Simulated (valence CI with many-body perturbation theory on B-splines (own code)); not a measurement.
The numbers below are computed, except where a source is named.
**Eu⁴¹⁺: magnetic and hyperfine properties of the levels**

Method: relativistic CI+MBPT: four valence electrons over a frozen Dirac-Fock core [Ar], a basis of 9 s, 9 p, 10 d, 8 f, 5 g, 3 h, 1 i functions for each j, with the one-electron correlation potential Σ1 (screened to all orders), the two-electron term Σ2, the three-electron term Σ3, Breit, model QED; selected single and double excitations, second order for the rest (own B-spline code, finite nucleus).

The last digits are not significant, and no measured levels were compared; by estimate large intervals hold to a few tenths of a per cent, small ones and those within an open d or f shell to about a per cent. Only levels of the ground parity were solved; by the run's estimate the other parity begins above the list, which can be wrong where configurations are misplaced.

A/g_I is the dipole constant over the nuclear g factor μ/I (μ in nuclear magnetons, uniformly magnetised nucleus), B/Q the quadrupole constant per barn. Both hold the static response of the core; the bare values leave it out. Large factors of s and p1/2 electrons are usually good to 5 to 10 %; those of open d and f shells near neutrality can be off by tens of per cent, and small factors of p3/2, d and f electrons come from cancelling terms and can be off by a factor of two or in sign, in half-filled shells by more. B is blank for J = 1/2, where it vanishes, and for nearly pure S terms. Energies count from the lowest level. Levels with J = 0 are left out.

Levels are named by their leading jj configuration (3d3/2^4 stands for four electrons in 3d with j = 3/2), which in mixed levels can hold well under half, so a name can repeat and another be missing. Letters in brackets count levels of one name in rising energy.

```
                    Level  E (eV)      g  A/g_I (MHz)  A/g_I bare  B/Q (MHz/b)  B/Q bare
      (3d3/2^3 3d5/2) J=1   26.42  1.493        -2810       -1840        11500     11600
      (3d3/2^3 3d5/2) J=4   36.46  1.089        34200       34400         1630      1580
      (3d3/2^3 3d5/2) J=2   36.83  1.275        20200       20800        23400     23700
      (3d3/2^3 3d5/2) J=3   40.14  1.180        29300       29600        16500     16800
(3d3/2^2 3d5/2^2) J=2 [a]   62.33  1.159        15400       15800        21100     21400
(3d3/2^2 3d5/2^2) J=4 [a]   62.46  1.152        27700       28000       -12700    -13000
(3d3/2^2 3d5/2^2) J=3 [a]   64.25  1.125        24700       25000         4700      4760
    (3d3/2^2 3d5/2^2) J=5   67.72  1.079        31700       31900        28600     29000
    (3d3/2^2 3d5/2^2) J=6   70.15  1.078        33400       33600        34500     35000
    (3d3/2^2 3d5/2^2) J=1   70.52  1.145        34500       34800         2600      2620
(3d3/2^2 3d5/2^2) J=4 [b]   74.15  1.028        36100       36200       -11300    -11400
(3d3/2^2 3d5/2^2) J=3 [b]   74.56  1.103        34800       35000         9770      9910
(3d3/2^2 3d5/2^2) J=2 [b]   75.46  1.104        31400       31700        10800     10900
(3d3/2^2 3d5/2^2) J=2 [c]   85.27  0.999        43500       43600        -2700     -2750
(3d3/2^2 3d5/2^2) J=4 [c]   88.56  1.216        23800       24300        48000     48700
  (3d3/2 3d5/2^3) J=3 [a]   98.18  1.150        20100       20400         1630      1680
  (3d3/2 3d5/2^3) J=4 [a]   98.24  1.118        24700       25000       -17300    -17600
(3d3/2^2 3d5/2^2) J=2 [d]   98.32  1.212        27700       28200       -11800    -11900
  (3d3/2 3d5/2^3) J=1 [a]  102.28  0.904        34000       33900        14700     14900
      (3d3/2 3d5/2^3) J=5  102.51  1.139        27400       27800       -19000    -19300
      (3d3/2 3d5/2^3) J=6  103.39  1.073        31400       31600        39000     39600
  (3d3/2 3d5/2^3) J=2 [a]  109.64  1.046        35200       35300        28000     28400
  (3d3/2 3d5/2^3) J=3 [b]  111.19  1.089        30400       30600        11800     12000
  (3d3/2 3d5/2^3) J=3 [c]  122.79  1.057        33900       34100        44300     45000
  (3d3/2 3d5/2^3) J=1 [b]  123.30  1.429         6940        7780       -20900    -21200
  (3d3/2 3d5/2^3) J=4 [b]  123.92  1.039        34300       34400        39000     39600
  (3d3/2 3d5/2^3) J=2 [b]  127.15  1.100        31300       31600       -44400    -45000
            (3d5/2^4) J=4  138.13  1.154        23300       23700       -38300    -38900
            (3d5/2^4) J=2  148.28  1.045        25800       26000        15300     15600
```

(1) Take the isotope of mass number 153, with I = 5/2, μ = 1.5294 μN and Q = 2.41 b. What is the hyperfine structure of (3d3/2^2 3d5/2^2) J=3 [a]?

Results:

(1) From the table A = 15100 MHz, B = 11300 MHz. Shifts from the centre of gravity in MHz: F = 1/2: -144000, F = 3/2: -125000, F = 5/2: -90800, F = 7/2: -41100, F = 9/2: 26800, F = 11/2: 116000.
